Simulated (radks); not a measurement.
Excited configurations of neutral chromium: one electron is placed in a higher orbital outside [Ar] 3d5. The ground configuration is [Ar] 3d5 4s1. Calculated with a radial shooting solver on a logarithmic mesh with Libxc functionals: non-relativistic Kohn-Sham, TPSS, spin-unpolarised, spherical densities, point nucleus; meta-GGA in the generalised Kohn-Sham scheme. Excitation = E - E(ground); binding = E(ion) - E, where the ion is the core of charge +1; n* = 1/sqrt(2 binding) in atomic units, and the quantum defect is n - n*.

outer orbital,excitation (eV),binding (eV),n*,quantum defect,eigenvalue (eV),<r> (bohr)
4p,3.006,3.500,1.972,2.028,-1.566,5.064
5p,4.832,1.674,2.851,2.149,-0.949,11.94
5d,5.551,0.955,3.774,1.226,-0.529,20.29
7p,5.859,0.647,4.584,2.416,-0.418,33.52

The Delta-SCF ionisation energy is 6.506 eV (NIST Atomic Spectra Database: 6.767 eV, measured). Self-interaction in the functional shifts the binding energies and quantum defects, so they are the method's values and not measured ones. Spin polarisation and multiplet splitting are left out, so open shells lie too high by an amount that depends on their filling.

Beside tabulated values, note that spin-unpolarised runs miss the spin-polarisation part of the exchange energy of open shells.
